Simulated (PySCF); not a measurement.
C2H11NSi3, SMILES [SiH2]1CN([SiH3])[C@@H]1[SiH3].

Geometry: PBE-D3(BJ)/def2-SVP. The structure was generated by enumeration; whether it is a known compound was not checked.

Computed with PBE/def2-TZVP (PySCF).

Isolated molecule, no solvent.

Task: Estimate the frontier levels, gap, dipole moment. (The exact figures need the calculation; the answer reports its results.)

Result: 
The highest occupied level is -5.18 eV. The lowest empty level is -1.14 eV, the orbital gap is 4.04 eV and the dipole moment is 1.28 D. The quadrupole, principal values (traceless, Buckingham form, about the centre of nuclear charge) comes out as -2.76, 0.35, 2.40 D·Å.
